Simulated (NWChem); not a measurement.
aminoborane (BNH4); SMILES BN

Program: NWChem. Geometry: optimised at PBE0/def2-SVP. Total energies compare along this basis series because the functional is fixed.

```
level            basis functions  energy (Ha)  highest occupied level (eV)  orbital gap (eV)  dipole (D)
---------------  ---------------  -----------  ---------------------------  ----------------  ----------
PBE/cc-pVDZ                   48     -81.9164                        -7.10              6.67        2.31
PBE/aug-cc-pVDZ               82     -81.9263                        -7.36              6.50        2.02
PBE/cc-pVTZ                  116     -81.9486                        -7.30              6.61        2.15
PBE/aug-cc-pVTZ              184     -81.9501                        -7.38              6.50        2.02
PBE/cc-pVQZ                  230     -81.9560                        -7.35              6.57        2.09
```
